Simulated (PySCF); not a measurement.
Spinor energies of F⁺ (fluorine, charge +1)

Start: [He] 2s1 2p4 3s1; 2s1/2 filled at m_j = +1/2; 2p1/2 filled at m_j = +1/2; 2p3/2 filled at m_j = -1/2, +1/2, +3/2; 3s1/2 filled at m_j = +1/2. Calculated with PySCF 2.14 in x2c-TZVPall-2c with one added diffuse shell each of s, p, d type (6s4p3d1f, 40 functions): generalised Hartree-Fock with the X2C-1e Hamiltonian and a Gaussian nucleus; one run each with spin-orbit coupling (SO) switched off, then screened by Boettger's factors. This is a chosen level, not necessarily the ground level.

```tsv
spinor shell	electrons	ε, spin-free (eV)	ε, screened SO (eV)	weight of nominal j (screened SO)	rms radius, screened SO (bohr)
1s1/2	2	-753.56	-753.55	1.000	0.204
2s1/2	1	-78.862	-78.858	1.000	0.980
2p3/2	3	-51.033	-53.914	0.664	0.994
2p1/2	1	-51.033	-42.400	0.664	1.06
3s1/2	1	-12.671	-12.671	1.000	3.28
```

```tsv
quantity	spin-free	screened SO
E (hartree)	-97.46406	-97.46494
M_J	3	3
⟨J²⟩	12.005	12.005
⟨L²⟩	2.002	2.002
⟨S²⟩	6.004	6.003
```

Each row is a mean over spinors that exchange with the open shell spreads, by up to 6.528 eV (1s1/2).

Rows whose weight is well below 1 are mixtures of j = l ± 1/2: exchange outweighs spin-orbit coupling there, and the label is only the starting occupation.

Without spin-orbit coupling the j labels of p, d and f shells carry no meaning; the spin-free column gives the mean over the occupied spinors of each nl shell.
